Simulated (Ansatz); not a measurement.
Two structures of BH₃OF₂, closed shell, reached by relaxing down either side of one saddle point (PBE0-D4/def2-TZVP). Energies are electronic, without zero-point energy. Computed with Ansatz 0.2.0 (basis: def2-TZVPP and def2-QZVPP); correlated methods freeze the cores. Extrapolation: Hartree–Fock as exp(−7.88 √X), correlation as X^−2.97. First:

```json
{"atom": "B1", "x (Å)": "-0.0884", "y (Å)": "0.5997", "z (Å)": "-0.6318"}
{"atom": "O2", "x (Å)": "1.1498", "y (Å)": "0.1155", "z (Å)": "-0.8396"}
{"atom": "F3", "x (Å)": "-1.1783", "y (Å)": "-0.0512", "z (Å)": "-1.0210"}
{"atom": "F4", "x (Å)": "-0.2368", "y (Å)": "1.7634", "z (Å)": "-0.0330"}
{"atom": "H5", "x (Å)": "-0.0457", "y (Å)": "-0.7654", "z (Å)": "1.9843"}
{"atom": "H6", "x (Å)": "-0.7572", "y (Å)": "-0.9246", "z (Å)": "1.8218"}
{"atom": "H7", "x (Å)": "1.1564", "y (Å)": "-0.7372", "z (Å)": "-1.2807"}
```

Second:

| atom | x (Å) | y (Å) | z (Å) |
| --- | --- | --- | --- |
| B1 | -0.6575 | 0.3430 | 0.2017 |
| O2 | 0.9231 | -0.5094 | 0.1393 |
| F3 | -1.3967 | -0.5059 | -0.5560 |
| F4 | -0.3082 | 1.5003 | -0.4146 |
| H5 | 0.7889 | -1.2864 | -0.4183 |
| H6 | -0.8774 | 0.3792 | 1.3784 |
| H7 | 1.5276 | 0.0792 | -0.3306 |

(1) Which bonds change from the first to the second?

(2) Give the saddle point's structure and its height above each. (Judge from chemistry; the value comes from the calculation.)

No T1 diagnostic of these runs exceeds 0.013.

## Answers

(1) BHOF₂ ([OH][B]([F])[F]) + H₂ → BHF₂ ([F][BH][F]) + H₂O (still joined by a long B–O bond); bonds formed: B1–H6, O2–H5; bonds broken: H5–H6; bonds weakened to dative contacts: B1–O2.

(2) The calculation gives: 206.1 kJ/mol above the first and 126.8 kJ/mol above the second (CCSD(T) at an estimated basis limit (MP2 extrapolated from triple and quadruple zeta, plus CCSD(T) − MP2 in triple zeta)).
| atom | x (Å) | y (Å) | z (Å) |
| --- | --- | --- | --- |
| B1 | -0.3741 | 0.3648 | -0.0242 |
| O2 | 1.0557 | -0.1754 | -0.2350 |
| F3 | -1.2415 | -0.1215 | -0.9313 |
| F4 | -0.3977 | 1.6708 | 0.2460 |
| H5 | 0.4159 | -0.5790 | 0.7391 |
| H6 | -0.5232 | -0.3372 | 1.1566 |
| H7 | 1.0646 | -0.8226 | -0.9512 |

Labels in which every atom is bracketed show which atoms are joined, not bond orders.

For scale, one of the runs: CCSD(T)/def2-TZVPP, 166 basis functions (an equivalent command: `ansatz run in.yaml --threads 2`). Time: 25 s of wall clock on 2 CPU threads; the host was shared. Peak host memory: 1.7 GiB.
